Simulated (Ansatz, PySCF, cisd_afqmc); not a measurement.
System: TlCl, charge 0, singlet. TlCl (SMILES [Cl][Tl]).
B3LYP-D3(BJ)/def2-TZVP minimum from Ansatz (a program for electronic structure):
```
Cl
Tl 1 2.5322
```
Charge 0, spin multiplicity 1.

Atomisation energy term by term, kcal/mol (programs: Ansatz, cisd_afqmc). Radicals and triplets start from unrestricted determinants; spin-orbit coupling is neglected. Correlated methods leave the cores frozen (noble-gas shells, and filled d and f shells in the p block). Past Kr the def2 sets carry scalar-relativistic core potentials. AFQMC/CISD: phaseless, guided by CISD from CCSD amplitudes; bars are statistical, one sigma. Outlying blocks are dropped, and bars are widened where a walk drifts. Over all cases where full CI ran beside it in this data, AFQMC minus full CI had a median of +0.1 mEh and passed +0.4 mEh in a tenth of the cases. CBS(X,Y): correlation extrapolated as X^-3, Hartree-Fock from the larger set. A bracket is a step between two methods taken in the basis named. For partners of very few electrons the exact lower level stands in for a higher one. Spin-orbit terms, left out, reach several kcal/mol for Br and I, and more for heavier atoms.

| term | basis | kcal/mol |
|---|---|---|
| Hartree-Fock | def2-QZVPP | 73.40 |
| CCSD correlation | CBS(def2-TZVPP,def2-QZVPP) | 26.03 |
| (T) | CBS(def2-TZVPP,def2-QZVPP) | 3.10 |
| CCSDT(Q) - CCSD(T) | def2-QZVPP | 0.03 |
| CCSDTQ - CCSDT(Q) | def2-SVP | -0.03 |
| minus zero-point energy | Hessian by PySCF at B3LYP-D3(BJ)/def2-TZVP | -0.39 |
| sum: D0 |  | 102.1 |

The step beyond CCSD(T) by other levels: CCSDTQ in def2-SVP 0.26; AFQMC/CISD in def2-SVP 0.41 ± 0.11; CCSDT(Q) in def2-SVP 0.29; CCSDT(Q) in def2-TZVPP 0.06 kcal/mol.
